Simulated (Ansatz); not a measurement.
Si(OAc)H3 (C2H6O2Si). Charge 0, multiplicity 3. Geometry r2SCAN-D4/def2-SVP, that of the neutral singlet; atoms count from 1.

```
atom   x (Å)   y (Å)   z (Å)
 Si1   0.946   0.436   1.714
  O2   0.014  -0.441   0.561
  C3  -0.179   0.164  -0.630
  C4  -1.001  -0.663  -1.571
  O5   0.281   1.260  -0.864
  H6  -1.114  -0.143  -2.529
  H7  -1.988  -0.857  -1.124
  H8  -0.521  -1.642  -1.719
  H9   0.269   1.709   2.074
 H10   2.324   0.663   1.207
 H11   0.969  -0.485   2.880
```

At PBE0-D4/def2-TZVP a singlet of charge 0 lies 5.20 eV below the triplet at the same geometry.

Estimate the Mulliken populations from the PBE0/def2-TZVP orbitals of Ansatz.


```csv
atom,charge (e),spin (α − β)
Si1,0.27,0.03
O2,-0.33,0.14
C3,0.18,0.71
C4,-0.34,0.02
O5,-0.11,0.98
H6,0.13,0.00
H7,0.13,0.06
H8,0.13,0.06
H9,-0.01,0.01
H10,-0.01,0.01
H11,-0.02,0.00
```
Mulliken values depend strongly on the basis.

Where does the spin sit?

Summed by element: Si 0.03, O 1.13, C 0.72, H 0.12, of 2 unpaired in all. Largest on single atoms: O5 0.98, C3 0.71, O2 0.14.

And the Mayer bond orders between heavy atoms (over 0.3)?

Si1–O2 1.07 (1.72 Å); O2–C3 1.03 (1.35 Å); C3–C4 1.03 (1.50 Å); C3–O5 1.28 (1.21 Å).
